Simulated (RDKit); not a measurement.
A run for RDKit: UFF on N2 (SMILES N#N).

```python
from rdkit import Chem
from rdkit.Chem import AllChem, rdDetermineBonds

blocks = [
'''2

N     0.10233743   -0.33449021    0.15443636
N     0.10422743   -0.33848157   -0.93595964
''',
]
mol = None
for b in blocks:
    f = Chem.MolFromXYZBlock(b)
    rdDetermineBonds.DetermineBonds(f, charge=0)
    mol = f if mol is None else Chem.CombineMols(mol, f)
Chem.SanitizeMol(mol)
print(Chem.MolToSmiles(Chem.RemoveHs(mol)))
ff = AllChem.UFFGetMoleculeForceField(mol, vdwThresh=100.0, ignoreInterfragInteractions=False)
e = ff.CalcEnergy()
print(f'UFF energy {e:.6f} kcal/mol')
```

It printed:

```
N#N
UFF energy 1.340504 kcal/mol
```

The run finished.

Cost: very roughly 0.010 core-seconds.
